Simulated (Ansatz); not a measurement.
Ideal-gas functions of C$_{2}$H$_{4}$ClSi (`C=C[SiH]Cl`) radical at 400 K and 1 bar, from an Ansatz frequency run at PBE0-D4/def2-TZVP.

Molar mass 91.59 g/mol, point group C1 (symmetry number 1), electronic degeneracy 2, moments of inertia 31.342, 244.163, 264.838 u Å². Harmonic wavenumbers (cm⁻¹, unscaled): 84, 149, 288, 471, 550, 635, 718, 750, 986, 1011, 1034, 1282, 1429, 1631, 2194, 3133, 3158, 3218.

Use S(trans) = R[1.5 ln M + 2.5 ln T − 1.1517]; rotational temperatures θ = 24.2544 K / I; S(rot) = R[ln(√π/σ · √(T³/θAθBθC)) + 1.5]; for each mode x = 1.438777 ν̃/T, S = R[x/(eˣ − 1) − ln(1 − e⁻ˣ)] and H = RT x/(eˣ − 1); 1 cm⁻¹ = 0.0119627 kJ/mol; R = 8.31446 J/(mol·K).

Task: By hand: the entropy, in J/(mol·K).

Result: Translation 171.3. Rotation: θ = 0.7739, 0.0993, 0.0916 K, giving 112.6. Vibration, mode by mode: 18.30, 13.60, 8.38, 4.86, 3.88, 3.05, 2.41, 2.20, 1.12, 1.04, 0.97, 0.47, 0.30, 0.16, 0.03, 0.00, 0.00, 0.00, in all 60.8. Electronic 5.8. Sum 350.5 J/(mol·K).

Task: By hand: H − E and G − E in kJ/mol, counted from the electronic energy.

Result: Zero-point energy ½ × 22721 × 0.0119627 = 135.9; thermal vibration 13.1; translation, rotation and pV give 4 RT = 13.3. H − E = 162.3 kJ/mol, and G − E = 162.3 − 400 × 350.5/1000 = 22.1 kJ/mol.

Vibration gives 17 % of the entropy, 31.9 J/(mol·K) of it from the modes under 150 cm⁻¹: soft modes count most, and the harmonic formula is weakest for them. The sum counts one conformer and one mirror image; others add a mixing term.
